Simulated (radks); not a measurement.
Values are calculated unless marked as measured or tabulated.
All-electron atom: Ru4+ in [Kr] 4d4.

Code: a radial shooting solver on a logarithmic mesh with Libxc functionals. Model: Dirac Kohn-Sham, exchange-only LDA, spin-unpolarised, spherical densities, finite nucleus; open shells fill j = l - 1/2 first; Fermi nuclear charge, rms radius 4.4809 fm.

Energy parts (hartree):
| part | energy |
|---|---|
| total | -4519.38911 |
| kinetic | 4704.79708 |
| electron-nucleus | -10869.04224 |
| Hartree | 1768.34414 |
| exchange | -123.48810 |

Orbitals (lengths in bohr, moments of r in powers of bohr; r(max) is where P^2 peaks):
orbital  occ.  eigenvalue (hartree)   r(max)      <r^4>   <1/r>     <r^2>  small-component weight
1s1/2       2             -806.4823  0.02174  5.930e-06   45.83  0.001513                2.58e-02
2s1/2       2             -117.5490   0.1232   0.001079   10.48   0.02501                5.33e-03
2p1/2       2             -108.8278  0.09549  0.0007095   10.47   0.01878                5.35e-03
2p3/2       4             -104.0252  0.09949  0.0008032   9.916   0.02013                5.16e-03
3s1/2       2             -22.19963   0.3622    0.05355   3.619    0.1863                1.45e-03
3p1/2       2             -18.81422   0.3487    0.05426   3.525    0.1827                1.40e-03
3p3/2       4             -17.99841   0.3583    0.06007   3.391    0.1925                1.35e-03
3d3/2       4             -11.98358   0.2989    0.05854   3.216    0.1751                1.24e-03
3d5/2       6             -11.82439   0.3017    0.06048   3.182    0.1781                1.22e-03
4s1/2       2              -4.59654   0.9090      1.935   1.375     1.139                3.61e-04
4p1/2       2              -3.56539   0.9563      2.708   1.263     1.325                3.14e-04
4p3/2       4              -3.43212   0.9803      2.991   1.223     1.393                3.01e-04
4d3/2       4              -1.85861    1.143      8.215  0.9605     2.202                1.97e-04
4d5/2       0              -1.84181    1.153      8.466  0.9518     2.236                1.94e-04

The highest occupied level is 4d3/2 at -50.575 eV. The density falls to 0.001 e/bohr^3 at r = 3.02 bohr.

Run on one thread of a shared host, so times are rough (Intel(R) Xeon(R) Platinum 8375C CPU @ 2.90GHz): 0.09 s of CPU time, 0.09 s wall, 14 iterations on 2189 mesh points.
